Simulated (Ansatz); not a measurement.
Mulliken charges of `C[Si](O)(S)Cl` from r2SCAN/def2-TZVPP in Ansatz (PBE0-D4/def2-TZVP geometry).

```json
{"atom": "C1", "x (Å)": "-1.270", "y (Å)": "0.573", "z (Å)": "-0.001", "charge (e)": "-0.299"}
{"atom": "Si2", "x (Å)": "0.525", "y (Å)": "0.150", "z (Å)": "-0.018", "charge (e)": "0.664"}
{"atom": "O3", "x (Å)": "0.823", "y (Å)": "-0.568", "z (Å)": "-1.455", "charge (e)": "-0.403"}
{"atom": "S4", "x (Å)": "1.170", "y (Å)": "-1.053", "z (Å)": "1.619", "charge (e)": "-0.271"}
{"atom": "Cl5", "x (Å)": "1.659", "y (Å)": "1.854", "z (Å)": "0.194", "charge (e)": "-0.259"}
{"atom": "H6", "x (Å)": "-1.509", "y (Å)": "1.215", "z (Å)": "-0.853", "charge (e)": "0.091"}
{"atom": "H7", "x (Å)": "-1.530", "y (Å)": "1.097", "z (Å)": "0.920", "charge (e)": "0.089"}
{"atom": "H8", "x (Å)": "-1.874", "y (Å)": "-0.334", "z (Å)": "-0.072", "charge (e)": "0.078"}
{"atom": "H9", "x (Å)": "1.711", "y (Å)": "-0.902", "z (Å)": "-1.603", "charge (e)": "0.206"}
{"atom": "H10", "x (Å)": "0.377", "y (Å)": "-2.083", "z (Å)": "1.271", "charge (e)": "0.105"}
```

By hand: the dipole of these point charges (1 e Å = 4.8032 D).

Σ q r = (-0.378, -0.260, -0.112) e Å, of length 0.472 e Å = 2.27 D.

How does the dipole of the full density compare? (Estimate.)

Ansatz gave: (-0.201, -0.268, -0.138) e Å, 1.74 D; the point charges give 1.30 times that, at 20° from its direction.

Point charges leave out the atoms' own dipoles, such as those of lone pairs, and Mulliken's split depends on the basis, so the two needn't agree.
